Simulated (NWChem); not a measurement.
System: Si₂H₄, singlet; SMILES [SiH][SiH3]

Excerpt of the output:

```
             Northwest Computational Chemistry Package (NWChem) 7.3.0
             --------------------------------------------------------

 C1  symmetry detected

                             Geometry "geometry" -> ""
                             -------------------------

 Output coordinates in angstroms (scale by  1.889725989 to convert to a.u.)

  No.       Tag          Charge          X              Y              Z
 ---- ---------------- ---------- -------------- -------------- --------------
    1 Si                  14.0000    -0.08044544     1.32262356     0.00015958
    2 H                    1.0000     1.45383055     1.29568789    -0.00030922
    3 Si                  14.0000    -0.02805964    -1.07121988     0.00014708
    4 H                    1.0000     0.72523301    -1.54705463     1.20915802
    5 H                    1.0000     0.71343014    -1.54205425    -1.21822843
    6 H                    1.0000    -1.37342258    -1.72623049     0.00508642

 Effective nuclear repulsion energy (a.u.)      73.5760390465

                                 NWChem DFT Module
                                 -----------------

 Summary of "ao basis" -> "ao basis" (spherical)
 ------------------------------------------------------------------------------
       Tag                 Description            Shells   Functions and Types
 ---------------- ------------------------------  ------  ---------------------
 Si                         6-31+g*                 10       22   5s4p1d
 H                          6-31+g*                  2        2   2s

            General Information
            -------------------
          SCF calculation type: DFT
          Wavefunction type:  closed shell.
          No. of atoms     :     6
          No. of electrons :    32
           Alpha electrons :    16
            Beta electrons :    16
          Charge           :     0
          Spin multiplicity:     1
          Use of symmetry is: off; symmetry adaption is: off
          Maximum number of iterations: 150
          AO basis - number of functions:    52
                     number of shells:    28
          Convergence on energy requested:  1.00D-06
          Convergence on density requested:  1.00D-05
          Convergence on gradient requested:  5.00D-04

              XC Information
              --------------
                        BHLYP Method XC Functional
                     Hartree-Fock (Exact) Exchange  0.500
                        Slater Exchange Functional  0.500 local
                    Becke 1988 Exchange Functional  0.500 non-local
              Lee-Yang-Parr Correlation Functional  1.000

             Grid Information
             ----------------
          Grid used for XC integration:  medium
          Radial quadrature: Mura-Knowles
          Angular quadrature: Lebedev.
          Tag              B.-S. Rad. Rad. Pts. Rad. Cut. Ang. Pts.
          ---              ---------- --------- --------- ---------
          Si                  1.10       88          13.0       590
          H                   0.35       45          11.0       434
          Grid pruning is: on
          Number of quadrature shells:   356
          Spatial weights used:  Erf1

      Superposition of Atomic Density Guess
      -------------------------------------

 Sum of atomic energies:        -579.62848658

      Non-variational initial energy
      ------------------------------

 Total energy =    -579.914590
 1-e energy   =    -949.411456
 2-e energy   =     295.920827
 HOMO         =      -0.215530
 LUMO         =      -0.101377

   convergence    iter        energy       DeltaE   RMS-Dens  Diis-err
 ---------------- ----- ----------------- --------- --------- ---------
 d= 0,ls=0.0,diis     1   -581.2461494708 -6.55D+02  1.02D-02  8.15D-02
 d= 0,ls=0.0,diis     2   -581.2649906993 -1.88D-02  3.31D-03  5.20D-03
 d= 0,ls=0.0,diis     3   -581.2663004934 -1.31D-03  9.11D-04  5.79D-04
 d= 0,ls=0.0,diis     4   -581.2664436795 -1.43D-04  2.14D-04  8.77D-06
 d= 0,ls=0.0,diis     5   -581.2664487430 -5.06D-06  3.66D-05  4.81D-07
 d= 0,ls=0.0,diis     6   -581.2664489171 -1.74D-07  1.12D-05  1.55D-08
 d= 0,ls=0.0,diis     7   -581.2664489264 -9.30D-09  1.54D-06  5.22D-10

         Total DFT energy =     -581.266448926435
      One electron energy =     -950.974885172318
           Coulomb energy =      339.381645773978
    Exchange-Corr. energy =      -43.249248574560
 Nuclear repulsion energy =       73.576039046464

 Numeric. integr. density =       31.999988078303

                       DFT Final Molecular Orbital Analysis
                       ------------------------------------

 Vector   14  Occ=2.000000D+00  E=-4.073836D-01
              MO Center= -3.6D-01, -1.3D+00, -5.5D-02, r^2= 2.6D+00
   Bfn.  Coefficient  Atom+Function         Bfn.  Coefficient  Atom+Function
  ----- ------------  ---------------      ----- ------------  ---------------
    31      0.399852  3 Si px                52     -0.280884  6 H  s
    51     -0.250790  6 H  s                 50      0.182115  5 H  s
    27     -0.164536  3 Si px                49      0.157780  5 H  s
    48      0.150892  4 H  s                 47      0.130532  4 H  s
     6     -0.099377  1 Si s                  7      0.095499  1 Si px

 Vector   15  Occ=2.000000D+00  E=-3.489852D-01
              MO Center=  1.4D-01,  5.4D-01,  6.2D-04, r^2= 3.3D+00
   Bfn.  Coefficient  Atom+Function         Bfn.  Coefficient  Atom+Function
  ----- ------------  ---------------      ----- ------------  ---------------
     7      0.351579  1 Si px                24      0.344650  2 H  s
    32     -0.270943  3 Si py                23      0.233444  2 H  s
    52      0.200138  6 H  s                 10     -0.198660  1 Si s
     8      0.189923  1 Si py                 6     -0.183124  1 Si s
     3     -0.138333  1 Si px                51      0.132157  6 H  s

 Vector   16  Occ=2.000000D+00  E=-2.760853D-01
              MO Center= -1.5D-01,  1.0D+00, -5.7D-05, r^2= 3.4D+00
   Bfn.  Coefficient  Atom+Function         Bfn.  Coefficient  Atom+Function
  ----- ------------  ---------------      ----- ------------  ---------------
     8      0.418036  1 Si py                10      0.371661  1 Si s
    32     -0.306883  3 Si py                 6      0.273270  1 Si s
     7     -0.220032  1 Si px                34     -0.219356  3 Si s
    36     -0.157651  3 Si py                 4     -0.156681  1 Si py
    12      0.150588  1 Si py                24     -0.134837  2 H  s

 Vector   17  Occ=0.000000D+00  E=-8.958871D-02
              MO Center= -6.4D-02,  1.2D+00,  7.1D-04, r^2= 3.5D+00
   Bfn.  Coefficient  Atom+Function         Bfn.  Coefficient  Atom+Function
  ----- ------------  ---------------      ----- ------------  ---------------
     9      0.520619  1 Si pz                13      0.444607  1 Si pz
     5     -0.198757  1 Si pz                17      0.184611  1 Si pz
    48     -0.171260  4 H  s                 50      0.172052  5 H  s
    37      0.122940  3 Si pz                41     -0.087930  3 Si pz
    49      0.058936  5 H  s                 47     -0.058513  4 H  s

 Vector   18  Occ=0.000000D+00  E= 1.917543D-02
              MO Center= -1.2D-01, -7.2D-01, -1.7D-04, r^2= 1.1D+01
   Bfn.  Coefficient  Atom+Function         Bfn.  Coefficient  Atom+Function
  ----- ------------  ---------------      ----- ------------  ---------------
    14      1.513480  1 Si s                 34     -1.359330  3 Si s
    16     -0.772595  1 Si py                40     -0.611032  3 Si py
    10     -0.494144  1 Si s                 30     -0.242035  3 Si s
    12     -0.234952  1 Si py                38      0.215130  3 Si s
    24      0.192885  2 H  s                 11     -0.176029  1 Si px

 Vector   19  Occ=0.000000D+00  E= 2.507456D-02
              MO Center=  2.6D-01,  1.3D+00, -4.5D-04, r^2= 1.3D+01
   Bfn.  Coefficient  Atom+Function         Bfn.  Coefficient  Atom+Function
  ----- ------------  ---------------      ----- ------------  ---------------
    38      1.994331  3 Si s                 40      1.189757  3 Si py
    16      1.106250  1 Si py                10     -1.051255  1 Si s
    14     -0.652785  1 Si s                 36      0.262161  3 Si py
     6     -0.227033  1 Si s                 34     -0.175922  3 Si s
    32      0.159565  3 Si py                15      0.141547  1 Si px

     Multipole analysis of the density
     ---------------------------------

     L   x y z        total         alpha         beta         nuclear
     -   - - -        -----         -----         ----         -------
     0   0 0 0     -0.000000    -16.000000    -16.000000     32.000000

     1   1 0 0      0.055531      0.027766      0.027766     -0.000000
     1   0 1 0      0.094329      0.047164      0.047164     -0.000000
     1   0 0 1      0.001699      0.000850      0.000850      0.000000

     2   2 0 0    -24.037686    -21.190196    -21.190196     18.342706
     2   1 1 0      0.749250     -1.346016     -1.346016      3.441283
     2   1 0 1      0.000561      0.000053      0.000053      0.000456
     2   0 2 0    -25.555107   -102.028842   -102.028842    178.502577
     2   0 1 1      0.002850      0.002302      0.002302     -0.001754
     2   0 0 2    -20.301628    -15.411296    -15.411296     10.520963

                                 NWChem DFT Module
                                 -----------------

            General Information
            -------------------
          SCF calculation type: DFT
          Wavefunction type:  spin polarized.
          No. of atoms     :     6
          No. of electrons :    31
           Alpha electrons :    16
            Beta electrons :    15
          Charge           :     1
          Spin multiplicity:     2
          Use of symmetry is: off; symmetry adaption is: off
          Maximum number of iterations: 150
          AO basis - number of functions:    52
                     number of shells:    28
          Convergence on energy requested:  1.00D-06
          Convergence on density requested:  1.00D-05
          Convergence on gradient requested:  5.00D-04

              XC Information
              --------------
                        BHLYP Method XC Functional
                     Hartree-Fock (Exact) Exchange  0.500
                        Slater Exchange Functional  0.500 local
                    Becke 1988 Exchange Functional  0.500 non-local
              Lee-Yang-Parr Correlation Functional  1.000

             Grid Information
             ----------------
          Grid used for XC integration:  medium
          Radial quadrature: Mura-Knowles
          Angular quadrature: Lebedev.
          Tag              B.-S. Rad. Rad. Pts. Rad. Cut. Ang. Pts.
          ---              ---------- --------- --------- ---------
          Si                  1.10       88          13.0       590
          H                   0.35       45          11.0       434
          Grid pruning is: on
          Number of quadrature shells:   356
          Spatial weights used:  Erf1

      Superposition of Atomic Density Guess
      -------------------------------------

 Sum of atomic energies:        -579.62848658

 Renormalizing density from      32.00 to     31

      Non-variational initial energy
      ------------------------------

 Total energy =    -568.451548
 1-e energy   =    -919.742348
 2-e energy   =     277.714760
 HOMO         =      -0.517221
 LUMO         =      -0.387584

   convergence    iter        energy       DeltaE   RMS-Dens  Diis-err
 ---------------- ----- ----------------- --------- --------- ---------
 d= 0,ls=0.0,diis     1   -580.8795878887 -6.54D+02  1.03D-02  1.31D-01
                                                     9.56D-03  1.28D-01
 d= 0,ls=0.0,diis     2   -580.9334684890 -5.39D-02  3.32D-03  1.56D-02
                                                     3.21D-03  1.48D-02
 d= 0,ls=0.0,diis     3   -580.9456407271 -1.22D-02  1.10D-03  9.49D-04
                                                     8.75D-04  7.70D-04
 d= 0,ls=0.0,diis     4   -580.9467113158 -1.07D-03  3.60D-04  4.38D-05
                                                     4.44D-04  5.38D-05
 d= 0,ls=0.0,diis     5   -580.9468664085 -1.55D-04  1.14D-04  6.53D-06
                                                     1.94D-04  8.22D-06
  Resetting Diis
 d= 0,ls=0.0,diis     6   -580.9468969294 -3.05D-05  7.72D-05  1.54D-06
                                                     1.62D-04  2.48D-06
 d= 0,ls=0.0,diis     7   -580.9469100812 -1.32D-05  2.32D-05  3.87D-07
                                                     3.54D-05  3.84D-07
 d= 0,ls=0.0,diis     8   -580.9469116139 -1.53D-06  2.05D-05  1.09D-07
                                                     3.92D-05  1.96D-07
 d= 0,ls=0.0,diis     9   -580.9469126017 -9.88D-07  2.21D-05  6.23D-08
                                                     4.03D-05  5.85D-08
 d= 0,ls=0.0,diis    10   -580.9469130044 -4.03D-07  1.62D-06  9.87D-10
                                                     2.98D-06  1.19D-09

         Total DFT energy =     -580.946913004436
      One electron energy =     -943.079242245158
           Coulomb energy =      331.536815648673
    Exchange-Corr. energy =      -42.980525454415
 Nuclear repulsion energy =       73.576039046464

 Numeric. integr. density =       30.999988510639

                    DFT Final Alpha Molecular Orbital Analysis
                    ------------------------------------------

 Vector   14  Occ=1.000000D+00  E=-6.111042D-01
              MO Center=  4.6D-01, -1.3D+00, -1.4D-02, r^2= 2.1D+00
   Bfn.  Coefficient  Atom+Function         Bfn.  Coefficient  Atom+Function
  ----- ------------  ---------------      ----- ------------  ---------------
    33      0.444608  3 Si pz                50     -0.247277  5 H  s
    48      0.243490  4 H  s                 49     -0.241484  5 H  s
    47      0.237948  4 H  s                 29     -0.176143  3 Si pz
    45     -0.079873  3 Si d  1              37      0.069855  3 Si pz
     9      0.059674  1 Si pz                13      0.032199  1 Si pz

 Vector   15  Occ=1.000000D+00  E=-5.815177D-01
              MO Center= -2.4D-01, -3.3D-01,  2.8D-03, r^2= 3.9D+00
   Bfn.  Coefficient  Atom+Function         Bfn.  Coefficient  Atom+Function
  ----- ------------  ---------------      ----- ------------  ---------------
     7      0.318503  1 Si px                31     -0.288772  3 Si px
    52      0.267504  6 H  s                 24      0.250498  2 H  s
    51      0.240415  6 H  s                 32     -0.227200  3 Si py
    23      0.191938  2 H  s                  8      0.140671  1 Si py
     6     -0.135677  1 Si s                 10     -0.126740  1 Si s

 Vector   16  Occ=1.000000D+00  E=-5.559223D-01
              MO Center= -6.6D-02,  7.4D-01, -6.0D-04, r^2= 3.4D+00
   Bfn.  Coefficient  Atom+Function         Bfn.  Coefficient  Atom+Function
  ----- ------------  ---------------      ----- ------------  ---------------
     8      0.545946  1 Si py                32     -0.343361  3 Si py
     6      0.237137  1 Si s                  7     -0.204960  1 Si px
     4     -0.190205  1 Si py                12      0.169601  1 Si py
    10      0.161943  1 Si s                 28      0.130889  3 Si py
    48      0.126700  4 H  s                 50      0.126773  5 H  s

[...]
```

Level: BHandHLYP/6-31+G* (spherical d), vertical spin-unrestricted ions. Low-valent species are run as closed-shell singlets; no triplet was tried in these runs. The geometry was optimised at PBE0/def2-SVP.

Problem. Which NWChem input produces such a log?

Solution. This is not unique; one that fits is the input that was run:
```
start job
memory heap 200 mb stack 900 mb global 1100 mb
geometry units angstroms noautoz
  Si     0.124823     1.337302     0.486134
  H      1.181604     1.355610    -0.626344
  Si    -0.088778    -1.018395     0.114251
  H      1.246953    -1.672660     0.322424
  H     -0.497344    -1.251111    -1.312230
  H     -1.083010    -1.703476     0.998124
end
basis spherical
  Si library 6-31+g*
  H library 6-31+g*
end
dft
  xc bhlyp
  iterations 150
  vectors input atomic output neutral.movecs
end
task dft energy
charge 1
dft
  odft
  mult 2
  vectors input atomic output cation.movecs
end
task dft energy
charge -1
dft
  odft
  mult 2
  vectors input atomic output anion.movecs
end
task dft energy
```
